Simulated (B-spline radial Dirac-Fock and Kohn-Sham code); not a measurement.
## Auger decay of the 3p3/2 hole in Rh

System: atomic rhodium, [Kr] 4d8 5s1.

Level of theory: independent-particle rates on relativistic LDA orbitals of the hole state (multipoles up to L = 3, Coulomb Auger matrix elements, transition energies from Dirac-Fock); an atomic code on a B-spline grid. Kinetic energies are configuration averages from the vacuum level; the two-hole energies are estimated from single-hole states.

| transition | kinetic energy (eV) | width (meV) | share (%) |
| --- | --- | --- | --- |
| M3-M4N1 | – | 122 | 3.3 |
| M3-M5N1 | – | 578 | 15.5 |
| M3-M4N2 | – | 83.8 | 2.2 |
| M3-M4N3 | – | 563 | 15.1 |
| M3-M5N2 | – | 553 | 14.8 |
| M3-M5N3 | – | 1210 | 32.4 |
| M3-M4N4 | – | 30.7 | 0.8 |
| M3-M4N5 | – | 19.0 | 0.5 |
| M3-M5N4 | – | 83.9 | 2.3 |
| M3-M5N5 | – | 178 | 4.8 |
| M3-M5O1 | – | 26.2 | 0.7 |
| M3-N1N3 | – | 40.2 | 1.1 |
| M3-N2N3 | 373.5 | 42.3 | 1.1 |
| M3-N3N3 | 377.1 | 63.2 | 1.7 |
| M3-N3N4 | 427.8 | 47.1 | 1.3 |
| M3-N3N5 | 428.7 | 64.4 | 1.7 |

A dash stands for an energy that rests on an unreliable hole state.

Coster-Kronig rates are the weakest part of this model and often come out 1.5 to 2.5 times too large. The listed channels hold 99 % of the non-radiative rate. Summed by principal shells, of 3.73 eV in all: MMN 91.7 %, MNN 7.4 %, MMO 0.8 %.

Values without a named source are computed, but for edge energies of neutral atoms, which are taken from tables.
